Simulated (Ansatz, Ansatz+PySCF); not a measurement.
| atom | x (Å) | y (Å) | z (Å) |
| --- | --- | --- | --- |
| C | 0.0003 | -0.0008 | -1.1754 |
| C | 0.0001 | 0.0008 | 0.2788 |
| N | -0.0005 | -0.0001 | 1.4360 |
| H | 0.0006 | -1.0313 | -1.5549 |
| H | -0.8935 | 0.5166 | -1.5558 |
| H | 0.8931 | 0.5161 | -1.5547 |

Basis set: def2-SVP (spherical functions). Correlated methods keep 3 orbitals frozen. Charge 0, multiplicity 3.

Computed with Ansatz (development build ahead of 0.2.0); each method stands on the lowest determinant of its kind that the runs found.

Give the atomization energy at this shape (free ground-state atoms in the same class of orbitals less the molecule, no zero-point energy) of triplet C₂H₃N by UHF-MP2, UHF.

```
 method  atomization energy
UHF-MP2            18.39 eV
    UHF            13.34 eV
```

Caution: another spin multiplicity may lie lower; the determinant breaks the point group.
